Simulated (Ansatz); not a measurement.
Two structures of Si$_{2}$H$_{5}$SF, singlet, reached by relaxing down either side of one saddle point (PBE0-D4/def2-TZVP). Energies are electronic, without zero-point energy. Computed with Ansatz 0.2.0 (basis: def2-TZVPP and def2-QZVPP); correlated methods freeze the cores. Extrapolation: Hartree–Fock as exp(−7.88 √X), correlation as X^−2.97. First:

| atom | x (Å) | y (Å) | z (Å) |
| --- | --- | --- | --- |
| Si1 | -1.0195 | -0.0812 | -0.3231 |
| F2 | -1.3031 | -1.4627 | -1.0880 |
| S3 | -0.7937 | 1.5344 | -1.6840 |
| H4 | 0.4602 | 1.2096 | -2.0429 |
| H5 | -2.2419 | 0.2586 | 0.4445 |
| Si6 | 0.9102 | -0.3347 | 0.9726 |
| H7 | 1.0577 | 0.8584 | 1.8462 |
| H8 | 2.0848 | -0.4222 | 0.0634 |
| H9 | 0.8453 | -1.5601 | 1.8114 |

Second:

```xyz
9
angstrom
Si -0.9808 0.9977 0.1166
F 0.5240 -1.1412 -1.9362
S -1.6130 1.0163 -1.7427
H -0.1656 -0.5063 -2.0703
H -1.6013 1.9225 1.1076
Si 0.7159 -0.3830 0.9800
H 0.8306 -0.0277 2.4214
H 1.9859 -0.0805 0.2830
H 0.3043 -1.7978 0.8405
```

Problem. Which bonds change from the first to the second?

Solution. Si₂H₅SF ([F][SiH]([SiH3])[SH]) → Si₂H₄S ([SiH3][SiH][S]) + HF; bonds formed: F2–H4; bonds broken: Si1–F2, S3–H4.

Problem. Give the saddle point's structure and its height above each. (To be estimated.)

Solution. The calculation gives: 51.84 kcal/mol above the first and 2.54 kcal/mol above the second (CCSD(T) at an estimated basis limit (MP2 extrapolated from triple and quadruple zeta, plus CCSD(T) − MP2 in triple zeta)).
Si1  (-0.868, 0.828, -0.021)
F2  (-0.424, -1.248, -1.833)
S3  (-0.663, 1.887, -1.662)
H4  (-0.374, -0.373, -2.173)
H5  (-2.185, 0.719, 0.669)
Si6  (0.871, -0.291, 1.076)
H7  (1.164, 0.449, 2.334)
H8  (2.061, -0.307, 0.196)
H9  (0.419, -1.664, 1.413)
(Å)

T1 diagnostic: at most 0.018.

Labels in which every atom is bracketed show which atoms are joined, not bond orders.

For scale, one of the runs: CCSD(T)/def2-TZVPP, 227 basis functions, launched by `ansatz run in.yaml --threads 4 --pin off --events-out ev --progress --plain --max-ram 9574MiB`. The run took 59 s on 4 CPU threads of an Intel Xeon (shared host), with 3.4 GiB of host memory at its peak.
